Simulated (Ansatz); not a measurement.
Job for Ansatz (an electronic-structure program): R-PBE0/def2-TZVPP on C3H6O (SMILES C=CCO).

Ansatz 0.2 input:
```yaml
crystal:
  periodic: [false, false, false]
  atoms:
    - {symbol: C, position_ang: [1.39715484, 0.69076882, 0.00460623]}
    - {symbol: C, position_ang: [0.37611550, 0.03508722, 0.54190365]}
    - {symbol: C, position_ang: [-0.64787932, -0.71786352, -0.24774846]}
    - {symbol: O, position_ang: [-1.97087844, -0.23932620, -0.00326590]}
    - {symbol: H, position_ang: [2.11408925, 1.22919153, 0.61110148]}
    - {symbol: H, position_ang: [1.55652861, 0.70421819, -1.06819965]}
    - {symbol: H, position_ang: [0.22831970, 0.03917033, 1.61814436]}
    - {symbol: H, position_ang: [-0.40346003, -0.67909198, -1.31616179]}
    - {symbol: H, position_ang: [-0.66681937, -1.76794012, 0.05211612]}
    - {symbol: H, position_ang: [-1.98317071, 0.70578573, -0.19249604]}
basis:
  gaussian:
    orbitals: def2-TZVPP
hamiltonian:
  xc: {name: PBE0}
scf: {lower_state_search: off}
```

Program output:

```
WARN ansatz: RAYON_NUM_THREADS=2 ignored (pool sized by the plan → 2); use --threads N
Functional definition: PBE0
these checks for a lower state are left out or cut short: stability, starts, cluster_reference, orbital_swaps, neighbouring_geometries, increment
integrals: 0.09 GiB planned
1045 factors; their error is unknown
mean field: 0.98 GiB planned
mean field evaluation 1: about -5243.7510 eV, gradient 5.8e1 eV
mean field evaluation 2: about -5241.3632 eV, gradient 6.8e1 eV
mean field evaluation 4: about -5250.9291 eV, gradient 3.6e0 eV
mean field evaluation 8: about -5250.9544 eV, gradient 5.4e-1 eV
mean field evaluation 16: about -5250.9547 eV, gradient 4.5e-6 eV
mean field -5250.95474109 eV, -192.9690275101 hartree, gradient 1.7e-6 eV, S^2 0.000000; 0 other end points of the search recorded, 0 dependent functions left out
reference -5250.95476993 eV, -192.9690285698 hartree; 16, 16 occupied and 192, 192 virtual orbitals, 1045 factors
Total energy: -5250.95476993 eV, -192.9690285698 hartree
Checks for a lower state left out: stability, starts, cluster_reference, orbital_swaps, neighbouring_geometries, increment
```

The calculation finished and met its thresholds.

Cost: roughly 3 core-seconds.
